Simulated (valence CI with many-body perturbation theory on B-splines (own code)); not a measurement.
**Tb¹⁵⁺: electric-dipole lines**

Calculated by valence CI with perturbative core correlation (CI+MBPT): four valence electrons over a frozen Dirac-Fock core [Kr] 4d10, a basis of 7 s, 7 p, 7 d, 7 f, 4 g, 2 h functions for each j, with the one-electron correlation potential Σ1, the two-electron term Σ2, the three-electron term Σ3, Breit, model QED; selected CI, second order for the rest, scaled by the run's own slope (own B-spline code, finite nucleus).

No measured spectrum was set against this ion. As an estimate, terms of the open shell hold to a few per cent of their energy, and close levels can change places; configurations with another count of f electrons can be misplaced by thousands of cm⁻¹.

Lines 151 to 200 of 552 in falling wavelength, among levels below 181610 cm⁻¹, chosen from the strongest by gf and those to the six lowest levels. Wavelengths and rates use the calculated energies, so an error of 2000 cm⁻¹ moves a line at 2175 Å by 4.4 % and its rate by three times that or more. Electric multipoles are in the length gauge, E1 and E2 with the static RPA response of the core. Weak lines are less certain than strong ones. Lines between different terms over intervals too small for the method are left out, as are lines whose strength nearly cancels. Where a level lies close to another of its J and parity, the split of strength between their lines is uncertain. The highest levels of a list are the least certain.

Names give the largest LS component (configuration and term), which can be under half, so a name can repeat, a term be missing and a line seem to break the LS rules; names also repeat where a configuration has a term twice. Letters in brackets count levels of one name in rising energy.

```tsv
λ vac (Å)	Upper	Lower	A (s⁻¹)	S (a.u.) with core polarisation	S without
2175	4f3.5s 3I°_7 [b]	4f4 1L_8 [b]	4.77e+02	3.63e-05	3.86e-05
2164	4f3.5s 1I°_6 [b]	4f4 3H_5 [b]	9.79e+02	6.36e-05	7.13e-05
2163	4f3.5s 3G°_4 [c]	4f4 3F_4 [a]	4.39e+02	1.97e-05	2.14e-05
2148	4f3.5s 3H°_5	4f4 1G_4 [a]	7.94e+02	4.27e-05	4.88e-05
2146	4f3.5s 3D°_2 [c]	4f4 1D_2 [b]	1.03e+03	2.50e-05	2.82e-05
2142	4f4 3P_1 [c]	4f3.5s 5D°_2	2.20e+03	3.21e-05	3.77e-05
2133	4f3.5s 3F°_4 [c]	4f4 3F_4 [c]	4.80e+03	2.07e-04	2.26e-04
2125	4f3.5s 3D°_2 [b]	4f4 3F_3 [b]	1.20e+03	2.84e-05	3.14e-05
2122	4f3.5s 3F°_3 [c]	4f4 3F_3 [d]	4.90e+03	1.62e-04	1.78e-04
2112	4f3.5s 3G°_5 [b]	4f4 3I_5 [a]	2.25e+03	1.15e-04	1.27e-04
2111	4f3.5s 3I°_5 [b]	4f4 3G_5 [a]	3.41e+03	1.74e-04	1.89e-04
2089	4f3.5s 3F°_3 [c]	4f4 3F_2 [d]	7.41e+02	2.33e-05	2.69e-05
2088	4f3.5s 5G°_6	4f4 3H_5 [a]	5.21e+02	3.04e-05	3.39e-05
2083	4f3.5s 1D°_2 [a]	4f4 3F_2 [a]	8.50e+02	1.90e-05	2.18e-05
2082	4f3.5s 3D°_3 [c]	4f4 3F_4 [b]	3.64e+03	1.13e-04	1.23e-04
2077	4f3.5s 3I°_7 [b]	4f4 3I_7 [a]	1.23e+03	8.14e-05	8.99e-05
2076	4f3.5s 3G°_5 [c]	4f4 1G_4 [b]	2.20e+03	1.07e-04	1.16e-04
2062	4f3.5s 5D°_2	4f4 1D_2 [a]	1.07e+03	2.32e-05	2.53e-05
2054	4f3.5s 5G°_4	4f4 5F_4	6.11e+02	2.35e-05	2.56e-05
2053	4f3.5s 3L°_8	4f4 3M_9	1.54e+03	1.12e-04	1.21e-04
2045	4f3.5s 5G°_5	4f4 3H_4 [a]	1.20e+03	5.57e-05	6.20e-05
2044	4f3.5s 5G°_2	4f4 5F_1	2.56e+03	5.39e-05	5.82e-05
2044	4f4 3P_2 [b]	4f3.5s 3D°_1 [a]	1.75e+03	3.69e-05	4.33e-05
2040	4f3.5s 3D°_3 [b]	4f4 1G_4 [a]	9.44e+02	2.77e-05	3.00e-05
2040	4f3.5s 3G°_4 [c]	4f4 3G_4 [a]	1.06e+03	3.99e-05	4.37e-05
2038	4f3.5s 1I°_6 [b]	4f4 1I_6 [a]	7.49e+02	4.07e-05	4.46e-05
2032	4f3.5s 1H°_5 [b]	4f4 3H_5 [c]	2.06e+03	9.40e-05	1.05e-04
2031	4f3.5s 3G°_3 [b]	4f4 3G_3 [a]	4.31e+03	1.25e-04	1.35e-04
2030	4f3.5s 3I°_6 [b]	4f4 3I_5 [a]	3.67e+02	1.97e-05	2.30e-05
2025	4f3.5s 5G°_3	4f4 5F_2	2.38e+03	6.82e-05	7.56e-05
2025	4f3.5s 1P°_1	4f4 3F_2 [a]	1.95e+03	2.40e-05	2.68e-05
2019	4f3.5s 3F°_2 [c]	4f4 3F_2 [d]	7.17e+03	1.46e-04	1.59e-04
2017	4f3.5s 5G°_5	4f4 5F_5	4.59e+02	2.05e-05	2.22e-05
2017	4f3.5s 3K°_7	4f4 3K_7 [a]	6.83e+02	4.15e-05	4.46e-05
2017	4f3.5s 3G°_3 [a]	4f4 5F_4	6.68e+02	1.89e-05	2.05e-05
2007	4f3.5s 3G°_4 [b]	4f4 5G_5	6.95e+02	2.50e-05	2.86e-05
1998	4f2.5s2 3F_3	4f3.5s 3D°_2 [b]	8.62e+02	2.38e-05	2.42e-05
1995	4f3.5s 1H°_5 [b]	4f4 3H_5 [b]	5.64e+02	2.43e-05	2.58e-05
1993	4f3.5s 5G°_4	4f4 5F_3	3.31e+03	1.16e-04	1.30e-04
1992	4f2.5s2 3H_5	4f3.5s 3I°_6 [b]	3.14e+03	1.35e-04	1.42e-04
1990	4f3.5s 3K°_8	4f4 3K_8 [a]	1.44e+03	9.51e-05	1.06e-04
1989	4f3.5s 3D°_1 [c]	4f4 1D_2 [b]	1.69e+03	1.97e-05	2.24e-05
1985	4f3.5s 3F°_3 [b]	4f4 1D_2 [c]	7.67e+02	2.07e-05	2.37e-05
1982	4f4 3P_2 [b]	4f3.5s 3P°_2	2.36e+03	4.54e-05	5.13e-05
1981	4f3.5s 3L°_9	4f4 3M_10	2.45e+03	1.79e-04	1.90e-04
1978	4f3.5s 3K°_6	4f4 3K_6 [a]	1.34e+03	6.66e-05	7.29e-05
1962	4f3.5s 3L°_9	4f4 3M_9	3.86e+02	2.73e-05	2.83e-05
1961	4f3.5s 3G°_5 [b]	4f4 3H_6 [a]	5.53e+02	2.27e-05	2.51e-05
1950	4f3.5s 3D°_2 [c]	4f4 3F_3 [b]	1.80e+03	3.30e-05	3.56e-05
1941	4f4 3H_6 [d]	4f3.5s 1H°_5 [a]	4.31e+02	2.02e-05	2.28e-05
```
